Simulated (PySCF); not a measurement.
## How methods differ on the ionisation energy of N(2+)

N(2+) [He] 2s2 2p1 (2P) → N(3+) [He] 2s2 (1S), as a difference of total energies. Calculation: PySCF 2.14, in dyall-av3z; the non-relativistic Hamiltonian (point nucleus). Correlated levels: valence: 1s2 frozen; virtual orbitals above 40 to 60 times the deepest correlated orbital energy dropped. The calculations carry no spin-orbit coupling.

```csv
method,ionisation energy (eV)
UHF,47.299
MP2 (valence),47.488
SCS-MP2 (valence),47.434
CCSD (valence),47.241
CCSD(T) (valence),47.270
```

A first-order spin-orbit estimate (lowest level to lowest level, LS coupling) adds 0.014 eV.

Errors of the correlated levels include the incompleteness of this basis and the frozen core.

The coupled-cluster amplitudes are large for N(3+) (T1 above 0.03 or a double amplitude above 0.15), so a single reference is strained.

Question: Which method comes closest to the reference value, and which is furthest?

Answer: The reference is 47.445 eV (semi-empirical (NIST evaluation); NIST Atomic Spectra Database, ionization energies). Closest: SCS-MP2 (valence) (error 0.003 eV); furthest: CCSD (valence) (error -0.189 eV), both after the spin-orbit estimate.
